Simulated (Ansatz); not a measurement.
Calculated with Ansatz (gas phase, PBE0-D4/def2-TZVP geometries, no zero-point term in ΔE). CBS: MP2 limit from def2 TZ/QZ plus the TZ coupled-cluster correction, frozen cores. This one scheme is used for every species. Functionals use def2-TZVPP. Elements past krypton have def2 core potentials. For Te outer-core shells are correlated without core-valence functions, which leaves a few kJ/mol of doubt a bond.

`Cl[Si](Cl)(Cl)[TeH]` + SiH₄ → `[SiH3][TeH]` + `Cl[SiH](Cl)Cl`  (formal exchange of groups at a Te–Si bond)

Q: Is it downhill or uphill in electronic energy at CCSD(T)/CBS, and by how much? (Estimate.)

A: Computed: Nearly level: ΔE = -2.0 kJ/mol.

Q: What do these levels give: r2SCAN-D4, BHLYP-D4, ωB97X-V, PBE, revPBE, CCSD(T)/def2-SVP? (Estimate.)

A: The calculation gave: r2SCAN-D4 -3.3, BHLYP-D4 -1.2, ωB97X-V -4.3, PBE -4.9, revPBE -7.0, CCSD(T)/def2-SVP -5.2 kJ/mol.

Largest T1 diagnostic among the species: 0.011.

The D4 term adds +10.5 kJ/mol with B3LYP and +5.7 kJ/mol with PBE0; it sums over pairs of atoms, weighted by their polarisabilities, and B3LYP, whose exchange is more repulsive, gets the larger term. From BLYP to BHLYP (50 % exact exchange), in def2-TZVPP and without D4, ΔE moves by −4.2 kJ/mol.

B3LYP here is the variant with VWN-RPA as its local correlation; programs differ in this.
